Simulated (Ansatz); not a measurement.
Ansatz (a quantum-chemistry and plane-wave program) input (B3LYP/6-31G*):

Ansatz 0.2 input:
```yaml
crystal:
  periodic: [false, false, false]
  atoms:
    - {symbol: Cl, position_ang: [-0.00000000, -0.00000000, -1.37517078]}
    - {symbol: Cl, position_ang: [0.00000000, 0.00000000, 1.37517078]}
basis:
  gaussian:
    orbitals: 6-31G*
hamiltonian:
  xc: {name: B3LYP}
total_charge: -1
magnetization: {spin_polarized: true, initial_magnetization: 1}
phonons: {temperatures: {t_min: 298.15, t_max: 298.15, t_step: 100}}
```

Output:

```
Functional definition: B3LYP
integrals: 0.00 GiB planned
375 factors; integrals over basis functions are off by at most 5.5e-5 eV
mean field: 0.12 GiB planned
mean field evaluation 1: about -25046.3939 eV, gradient 8.6e0 eV
mean field evaluation 2: about -25046.5560 eV, gradient 6.6e0 eV
mean field evaluation 4: about -25046.7713 eV, gradient 2.1e-1 eV
mean field evaluation 8: about -25046.7729 eV, gradient 8.6e-4 eV
mean field evaluation 16: about -25046.0193 eV, gradient 4.1e0 eV
mean field -25046.77291074 eV, -920.4519271573 hartree, gradient 3.1e-6 eV, S^2 0.752414; 1 other end points of the search recorded, 0 dependent functions left out
the calculation of the forces begins
reference -25046.77310939 eV, -920.4519344574 hartree; 18, 17 occupied and 20, 21 virtual orbitals, 375 factors
these checks for a lower state are left out or cut short: stability, starts, cluster_reference, orbital_swaps, neighbouring_geometries, increment
integrals: 0.00 GiB planned
375 factors; integrals over basis functions are off by at most 5.5e-5 eV
mean field: 0.12 GiB planned
mean field -25046.77291074 eV, -920.4519271573 hartree, gradient 2.1e-6 eV, S^2 0.752414; 0 other end points of the search recorded, 0 dependent functions left out
the calculation of the forces begins
reference -25046.77310939 eV, -920.4519344574 hartree; 18, 17 occupied and 20, 21 virtual orbitals, 375 factors
these checks for a lower state are left out or cut short: stability, starts, cluster_reference, orbital_swaps, neighbouring_geometries, increment
integrals: 0.00 GiB planned
375 factors; integrals over basis functions are off by at most 5.5e-5 eV
mean field: 0.12 GiB planned
mean field -25046.77291074 eV, -920.4519271573 hartree, gradient 2.1e-6 eV, S^2 0.752414; 0 other end points of the search recorded, 0 dependent functions left out
the calculation of the forces begins
reference -25046.77310939 eV, -920.4519344574 hartree; 18, 17 occupied and 20, 21 virtual orbitals, 375 factors
these checks for a lower state are left out or cut short: stability, starts, cluster_reference, orbital_swaps, neighbouring_geometries, increment
integrals: 0.00 GiB planned
375 factors; integrals over basis functions are off by at most 5.5e-5 eV
mean field: 0.12 GiB planned
mean field evaluation 32: about -25046.7729 eV, gradient 2.1e-6 eV
mean field -25046.77291074 eV, -920.4519271573 hartree, gradient 2.1e-6 eV, S^2 0.752414; 0 other end points of the search recorded, 0 dependent functions left out
the calculation of the forces begins
reference -25046.77310939 eV, -920.4519344574 hartree; 18, 17 occupied and 20, 21 virtual orbitals, 375 factors
these checks for a lower state are left out or cut short: stability, starts, cluster_reference, orbital_swaps, neighbouring_geometries, increment
integrals: 0.00 GiB planned
375 factors; integrals over basis functions are off by at most 5.5e-5 eV
mean field: 0.12 GiB planned
mean field -25046.77291074 eV, -920.4519271573 hartree, gradient 2.1e-6 eV, S^2 0.752414; 0 other end points of the search recorded, 0 dependent functions left out
the calculation of the forces begins
reference -25046.77310939 eV, -920.4519344574 hartree; 18, 17 occupied and 20, 21 virtual orbitals, 375 factors
these checks for a lower state are left out or cut short: stability, starts, cluster_reference, orbital_swaps, neighbouring_geometries, increment
integrals: 0.00 GiB planned
375 factors; integrals over basis functions are off by at most 5.5e-5 eV
mean field: 0.12 GiB planned
mean field -25046.77290274 eV, -920.4519268632 hartree, gradient 5.8e-7 eV, S^2 0.752412; 0 other end points of the search recorded, 0 dependent functions left out
the calculation of the forces begins
reference -25046.77310136 eV, -920.4519341623 hartree; 18, 17 occupied and 20, 21 virtual orbitals, 375 factors
these checks for a lower state are left out or cut short: stability, starts, cluster_reference, orbital_swaps, neighbouring_geometries, increment
integrals: 0.00 GiB planned
375 factors; integrals over basis functions are off by at most 5.5e-5 eV
mean field: 0.12 GiB planned
mean field -25046.77290313 eV, -920.4519268776 hartree, gradient 5.6e-7 eV, S^2 0.752416; 0 other end points of the search recorded, 0 dependent functions left out
the calculation of the forces begins
reference -25046.77310180 eV, -920.4519341786 hartree; 18, 17 occupied and 20, 21 virtual orbitals, 375 factors
Total energy: -25046.77310939 eV, -920.4519344574 hartree
Atom 0 at    -0.000000    -0.000000    -1.375171 Å, force    -0.000000     0.000000    -0.000067 eV/Å
Atom 1 at     0.000000     0.000000     1.375171 Å, force     0.000000    -0.000000     0.000067 eV/Å
Dipole moment:     0.000000     0.000000    -0.000000 e Å
Vibrations: 195.79 cm⁻¹, zero-point energy 0.012137 eV
```

The blocks after the first are displaced geometries, from whose forces the wavenumbers follow.

The dipole moment of an ion depends on the origin.
